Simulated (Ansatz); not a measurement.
Geometry optimisation, Ansatz, UKS PBE-D4/def2-SVP.

input.yaml

```yaml
crystal:
  periodic: [false, false, false]
  atoms:
    - { symbol: "N", position_ang: [1.2647, -0.8785, 0.0697] }
    - { symbol: C, position_ang: [-0.0059, -0.4494, 0.1588] }
    - { symbol: S, position_ang: [-0.5767, 0.5055, 1.566] }
    - { symbol: Te, position_ang: [-1.3137, -0.9193, -1.3689] }
    - { symbol: H, position_ang: [1.9107, -0.6162, 0.7694] }
    - { symbol: H, position_ang: [-0.2435, 1.7386, 0.9424] }
    - { symbol: H, position_ang: [-0.9743, 0.5513, -2.1831] }
magnetization:
  spin_polarized: true
basis:
  gaussian: { orbitals: def2-SVP }
hamiltonian:
  xc: pbe
  dispersion: d4
relax:
  f_tol: 0.02
  max_steps: 50
output:
  orbitals: {}
```

Launched with:

```bash
$ ansatz run input.yaml --threads 2 --pin off --max-ram 3072MiB --backend cpu --events-out ev --progress --plain --runs-dir out
```

**Question.** Where does it end, and by what steps?

**Answer.** It converged. After 17 steps the energy has fallen by 0.902 eV; H7 moved furthest, 1.23 Å.

```
step  energy less start (eV)  largest force component (eV/Å)  accepted
   0                  0.0000                           5.608       yes
   1                 -0.3898                           1.924       yes
   2                 -0.3633                           1.469        no
   3                 -0.4865                           0.515       yes
   4                 -0.5281                           0.545       yes
   5                 -0.5795                           0.637       yes
   6                 -0.6490                           0.721       yes
   7                 -0.7166                           1.019       yes
   8                 -0.8093                           0.691       yes
   9                 -0.8732                           0.398       yes
  10                 -0.8802                           0.445       yes
  11                 -0.8861                           0.348       yes
  12                 -0.8912                           0.417       yes
  13                 -0.8997                           0.057       yes
  14                 -0.9008                           0.024       yes
  15                 -0.9011                           0.093       yes
  16                 -0.9014                           0.033       yes
  17                 -0.9016                           0.020       yes
```

```xyz
7
Properties=species:S:1:pos:R:3
N 1.264 -1.250 0.282
C 0.376 -0.363 0.081
S -0.107 0.904 1.259
Te -0.609 -0.466 -1.847
H 1.760 -1.131 1.182
H -0.720 1.735 0.373
H -1.903 0.503 -1.376
```

Whether the end is a true minimum wasn't checked by a vibrational analysis.

The run took 30 s on 2 threads of AMD EPYC 9R14 (Zen 4) (shared host), peak memory 0.2 GiB.
